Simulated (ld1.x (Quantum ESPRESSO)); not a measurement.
## Before and after: RRKJ potential for lead

| Item | Value |
| --- | --- |
| Element | lead (Pb) |
| Generator | ld1.x (Quantum ESPRESSO) 7.5 |
| Type | norm-conserving RRKJ (Kleinman–Bylander form) |
| Functional | PBE |
| Relativity | scalar-relativistic |
| Frozen core | [Xe] 4f14 |
| Valence charge | 14 |
| Reference configuration | 5d10 6s1.75 6p2.25 |
| Partial waves | 6p (bound): rc 2.20 bohr; 5d (bound): rc 1.60 bohr; 6s (bound): rc 1.90 bohr |
| Local potential | the s channel |
| Core correction | Bessel-smoothed model core inside 1.25 bohr |

Change: wave 5d (bound): rc 1.60 bohr becomes 5d (bound): rc 2.02 bohr.

Cutoffs: the cutoffs (Ry, on a coarse ladder) from which the occupation-weighted sum of valence levels, in a spherical-Bessel basis at the reference potential, stays within 10 and 1 mRy of its value at 400 Ry; they do not see the model core or the augmentation charge, which bear on the density cutoff. Errors are all-electron minus pseudo energies relative to the spin-unpolarised reference configuration.

Problem. Predict the effect on cutoff, ghosts and configuration errors.

Solution. The potential gets softer (50 Ry and 60 Ry → 40 Ry and 55 Ry); of the 7 tests that both files solve, the error grows in 0 and shrinks in 1 by more than 15 % and 0.3 meV (median size 20.4 → 20.1 meV); neither file shows a bound ghost. A larger radius leaves more room for a smooth pseudo-wave, so fewer plane waves are needed.

```tsv
quantity	base	changed
cutoff, loose	50 Ry	40 Ry
cutoff, tight	60 Ry	55 Ry
loose cutoff by channel (10 mRy a level)	p 10 Ry, d 45 Ry, s 18 Ry	p 10 Ry, d 35 Ry, s 18 Ry
bound ghosts	none	none
error for 5d10 6s2 6p2, meV [ΔE -2.15 eV]	+0.2	+0.2
error for 5d10 6s2 6p1, meV [ΔE 4.43 eV]	-4.5	-4.5
error for 5d10 6s2 6p0, meV [ΔE 17.87 eV]	-20	-20
error for 5d9 6s2 6p2, meV [ΔE 25.01 eV]	-157	-117
error for 5d10 6s0 6p4, meV [ΔE 15.69 eV]	-21	-23
error for 5d10 6s1 6p3, meV [ΔE 6.59 eV]	-4.5	-4.7
error for 5d10 6s0 6p0, meV [ΔE 92.99 eV]	-111	-117
s: phases at 2.40 bohr within 0.05 rad from the reference energy up to (Ry; the scan ends near 5)	3.1	3.1
p: phases at 2.40 bohr within 0.05 rad from the reference energy up to (Ry; the scan ends near 5)	4.1	4.1
d: phases at 2.40 bohr within 0.05 rad from the reference energy up to (Ry; the scan ends near 5)	0.9	0.9
```
